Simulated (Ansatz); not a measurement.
Input file for `FC(F)CC(F)F`:

```yaml
crystal:
  periodic: [false, false, false]
  atoms:
    - {symbol: F, position_ang: [-1.825156, -1.086301, 1.132958]}
    - {symbol: C, position_ang: [-0.560276, -0.636183, 0.950903]}
    - {symbol: F, position_ang: [0.263948, -1.718772, 0.974779]}
    - {symbol: C, position_ang: [-0.458652, 0.054411, -0.383343]}
    - {symbol: C, position_ang: [0.926183, 0.580377, -0.653628]}
    - {symbol: F, position_ang: [0.951253, 1.189930, -1.863374]}
    - {symbol: F, position_ang: [1.255835, 1.514632, 0.279328]}
    - {symbol: H, position_ang: [-0.298196, 0.001270, 1.799962]}
    - {symbol: H, position_ang: [-1.159637, 0.891573, -0.409537]}
    - {symbol: H, position_ang: [-0.732004, -0.657757, -1.165007]}
    - {symbol: H, position_ang: [1.702002, -0.190281, -0.642440]}
basis:
  gaussian: {orbitals: def2-SVP}
correlation: {method: ccsd_t}
```

```sh
$ ansatz run in.yaml --threads 4 --pin off --events-out ev --progress --plain --max-ram 11315MiB
```

Log, shortened:

```
Functional definition: HF
1160 factors; integrals over basis functions are off by at most 1.2e-3 eV
mean field evaluation 1: about -13963.0800 eV, gradient 4.4e1 eV
mean field evaluation 2: about -13963.2447 eV, gradient 4.4e1 eV
mean field evaluation 4: about -13967.2335 eV, gradient 4.1e0 eV
mean field evaluation 8: about -13967.2891 eV, gradient 2.0e-1 eV
mean field -13967.28933836 eV, -513.2884158159 hartree, gradient 1.8e-6 eV, S^2 0.000000; 0 other end points of the search recorded, 0 dependent functions left out
7 core orbitals not correlated: weight in the atoms' cores, before any rotation towards them, 1.000 or more for the frozen orbitals, at most 0.000 for the correlated occupied ones
reference -13967.28933836 eV, -513.2884158159 hartree; 22, 22 occupied and 89, 89 virtual orbitals, 1160 factors
second order -30.96165851 eV of doubles, -0.00000000 eV of singles
cycle   1  -31.23735700 eV  change   -2.8e-1 eV  update   1.1e-1
cycle   2  -31.87328784 eV  change   -6.4e-1 eV  update   3.1e-2
cycle   3  -32.03727881 eV  change   -1.6e-1 eV  update   1.5e-2
cycle   4  -32.03051113 eV  change    6.8e-3 eV  update   2.8e-3
cycle   5  -32.02916180 eV  change    1.3e-3 eV  update   1.2e-3
cycle   6  -32.02974821 eV  change   -5.9e-4 eV  update   3.6e-4
cycle   7  -32.02956386 eV  change    1.8e-4 eV  update   1.3e-4
cycle   8  -32.02945426 eV  change    1.1e-4 eV  update   4.1e-5
cycle   9  -32.02946129 eV  change   -7.0e-6 eV  update   1.3e-5
perturbative correction -0.67539636 eV, -0.0248203585 hartree
Total energy: -13999.99419601 eV, -514.4902971664 hartree
```

Run time 4.7 s (4 threads of an AMD EPYC 9R45 on a shared host); peak host memory 0.81 GiB.

Correlation energy per correlated electron: -0.743 eV. T1 diagnostic: 0.0109.
